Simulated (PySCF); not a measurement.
# A series of related molecules

The calculation used TDDFT CAM-B3LYP/aug-cc-pVDZ excited states, vertical, gas phase in PySCF. Geometry: PBE0-D3(BJ)/def2-SVP.

Each molecule in one low-energy conformer. The parent is C1=CC2(C=C1)C=CC=C2.

The calculation is non-relativistic, which matters for the atoms heavier than Zn.

(1) How does the largest two-photon cross section among the few lowest singlets (linear parallel light, single beam, Lorentzian half width 0.1 eV, states within 0.08 eV summed) change along this series?
- C1=CC2(C=C1)C=CC=C2 (base)
- ClC1=CC=CC12C=CC=C2 (H replaced by Cl)
- FC1=CC2(C=CC=C2)C=C1 (H replaced by F)
- [SiH3]C1=CC2(C=CC=C2)C=C1 (H replaced by SiH3)
- BrC1=CC=CC12C=CC=C2 (H replaced by Br)

Answers

(1) 
```csv
molecule,S1 (eV),f(S1),largest σ (GM),at photon λ (nm)
C1=CC2(C=C1)C=CC=C2,4.37,0.016,1.1,436
ClC1=CC=CC12C=CC=C2,4.32,0.042,1.0,430
FC1=CC2(C=CC=C2)C=C1,4.35,0.015,1.2,431
[SiH3]C1=CC2(C=CC=C2)C=C1,4.17,0.011,0.9,430
BrC1=CC=CC12C=CC=C2,4.29,0.050,0.6,468
```
The largest two-photon cross section among the few lowest singlets (linear parallel light, single beam, Lorentzian half width 0.1 eV, states within 0.08 eV summed) is lowest for BrC1=CC=CC12C=CC=C2 and highest for FC1=CC2(C=CC=C2)C=C1.
